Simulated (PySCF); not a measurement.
Re: excitation energy

Re [Xe] 4f14 5d5 6s2 (6S) → Re [Xe] 4f14 5d6 6s1 (6D), as a difference of total energies. Calculation: PySCF 2.14, in aug-cc-pVTZ-PP with ECP60MDF; a scalar-relativistic core potential. Correlated levels: valence: 5s2 5p6 frozen. The calculations carry no spin-orbit coupling.

| method | excitation energy (eV) |
| --- | --- |
| UHF | 1.848 |
| MP2 (valence) | 1.692 |
| SCS-MP2 (valence) | 1.695 |
| CCSD (valence) | 1.803 |
| CCSD(T) (valence) | 1.800 |

Problem. How much does correlation contribute at CCSD(T) (valence)?

Solution. 1.800 − (1.848) = -0.048 eV, measured against UHF.

Errors of the correlated levels include the incompleteness of this basis and the frozen core.

For comparison: 1.759 eV (measured; NIST levels, between the centres of gravity of the two terms).
